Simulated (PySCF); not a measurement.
GeI2Cl2.
SMILES: `[Cl][Ge]([Cl])([I])[I]`

Method used: TDDFT wB97X-D/def2-SVPD, vertical, gas phase, core orbitals frozen in the response, def2 core potentials past Kr in PySCF 2.14.0, density-fitted response routines. Geometry: PBE0-D3(BJ)/def2-SVP; no solvent, vibrations or thermal averaging. Spin–orbit coupling is left out.

| state | E (eV) | λ (nm) | ν̃ (cm⁻¹) | f | symmetry | main configurations (H = HOMO, L = LUMO) |
| --- | --- | --- | --- | --- | --- | --- |
| S1 | 3.97 | 312.6 | 31990 | 0.0097 | B1 or B2 | H→L (96%) |
| S2 | 4.11 | 301.7 | 33150 | 0.0000 | – | H-1→L (96%) |
| S3 | 4.33 | 286.2 | 34940 | 0.0075 | B1 or B2 | H-2→L (95%) |
| S4 | 4.54 | 273.3 | 36590 | 0.015 | A1 | H-3→L (93%) |
| S5 | 5.58 | 222.3 | 44970 | 0.177 | B1 or B2 | H-4→L (91%) |
| S6 | 5.72 | 216.9 | 46100 | 0.010 | B1 or B2 | H-5→L (94%) |
| S7 | 5.98 | 207.4 | 48210 | 0.0000 | – | H-7→L (92%) |
| S8 | 6.10 | 203.1 | 49230 | 0.045 | A1 | H-6→L (88%) |
| S9 | 6.62 | 187.2 | 53420 | 0.0001 | – | H→L+2 (95%) |
| S10 | 6.69 | 185.2 | 53990 | 0.011 | A1 | H→L+1 (78%) |
| S11 | 6.80 | 182.3 | 54850 | 0.0009 | – | H-1→L+2 (65%), H→L+3 (19%) |
| S12 | 6.84 | 181.2 | 55180 | 0.0053 | B1 or B2 | H-1→L+1 (76%) |
| S13 | 6.90 | 179.8 | 55620 | 0.0001 | – | H-1→L+3 (54%), H-2→L+1 (33%) |
| S14 | 6.91 | 179.3 | 55760 | 0.031 | B1 or B2 | H→L+3 (52%), H-8→L (30%) |
| S15 | 7.07 | 175.4 | 57000 | 0.0048 | A1 | H-2→L+2 (78%), H-9→L (10%) |

Triplets (Tamm–Dancoff): T1 3.54 eV, H→L (94%); T2 3.72 eV, H-1→L (93%); T3 3.90 eV, H-2→L (91%); T4 4.06 eV, H-3→L (90%).

The lowest singlet comes at 313 nm (383 kJ/mol) in the ultraviolet; it is weak; its leading configuration is HOMO→LUMO (96%). The most intense listed level is S5 at 5.58 eV (222 nm, f = 0.177), 1.61 eV above S1. Löwdin shares by element: HOMO iodine 96%; LUMO iodine 54%, germanium 21%, chlorine 13% or more. The listed states span 3.10 eV, and the widest gap between neighbours is 1.04 eV (S4 to S5). Weighted by f, the mean energy of these states is 5.74 eV. Orbital energies (eV): HOMO-3 -10.47, HOMO-2 -10.25, HOMO-1 -10.04, HOMO -9.85, LUMO -1.59, LUMO+1 0.85, LUMO+2 1.09. No computed singlet lies in the visible range (380 to 750 nm); the lowest, at 313 nm, stands 0.70 eV above its violet end (3.26 eV). The vertical ionisation energy (ΔSCF) is 10.07 eV, 3.00 eV above S15. Symmetry labels in C2v follow from the direction of the transition dipole and are given only for states with f of 0.002 or more; B1 and B2 swap with the choice of axes. The window holds the lowest 15 singlets.
